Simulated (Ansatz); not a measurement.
BiH2Et (C2H7Bi). Total charge 0; singlet. Geometry PBE-D4/def2-SVP.

```xyz
10

Bi   -0.9495   -1.2972    1.2174
C     0.1184    0.5452    0.2862
C     1.0763    0.1485   -0.8295
H    -2.2650   -0.2687    1.9436
H    -1.9562   -1.5316   -0.2834
H     0.6423    1.0362    1.1317
H    -0.6797    1.2271   -0.0641
H     1.6045    1.0354   -1.2442
H     1.8606   -0.5570   -0.4815
H     0.5484   -0.3379   -1.6761
```

In the def2 sets Bi takes a core potential; there is no spin–orbit coupling. LC-ωPBE has ω = 0.4 bohr⁻¹. Another isomer (singlet) lies 0.21 eV lower at PBE0-D4/def2-TZVP; other spin states weren't run for this one.

Estimate the orbital energies around the gap (eV) in Ansatz with PBE-D4/def2-SVP, r2SCAN-D4/def2-TZVP, PBE0-D4/def2-SVP, CAM-B3LYP-D4/def2-TZVP, LC-ωPBE/def2-TZVP.


```
orbital  PBE-D4/def2-SVP  r2SCAN-D4/def2-TZVP  PBE0-D4/def2-SVP  CAM-B3LYP-D4/def2-TZVP  LC-ωPBE/def2-TZVP
HOMO−13           -26.42               -27.32            -29.00                  -30.47             -31.68
HOMO−12           -26.31               -27.22            -28.88                  -30.35             -31.55
HOMO−11           -26.31               -27.22            -28.87                  -30.35             -31.55
HOMO−10           -26.24               -27.15            -28.79                  -30.27             -31.46
 HOMO−9           -18.35               -19.58            -20.86                  -22.70             -24.50
 HOMO−8           -15.32               -16.13            -17.33                  -19.10             -20.86
 HOMO−7           -13.94               -14.67            -15.80                  -17.52             -19.17
 HOMO−6           -10.65               -11.18            -12.33                  -13.91             -15.44
 HOMO−5            -9.98               -10.46            -11.57                  -13.10             -14.60
 HOMO−4            -9.06                -9.46            -10.57                  -12.02             -13.44
 HOMO−3            -8.28                -8.71             -9.77                  -11.27             -12.64
 HOMO−2            -7.44                -7.82             -8.65                  -10.01             -11.34
 HOMO−1            -6.83                -7.16             -7.97                   -9.28             -10.55
   HOMO            -5.91                -6.19             -6.92                   -8.17              -9.38
   LUMO            -0.87                -0.84             -0.13                    0.47               1.58
 LUMO+1            -0.56                -0.48              0.18                    0.89               2.00
 LUMO+2             0.09                 0.10              0.93                    1.21               2.33
 LUMO+3             1.63                 1.83              2.52                    2.69               3.98
 LUMO+4             2.34                 2.37              3.25                    3.11               4.35
 LUMO+5             2.48                 2.64              3.44                    3.39               4.56
```
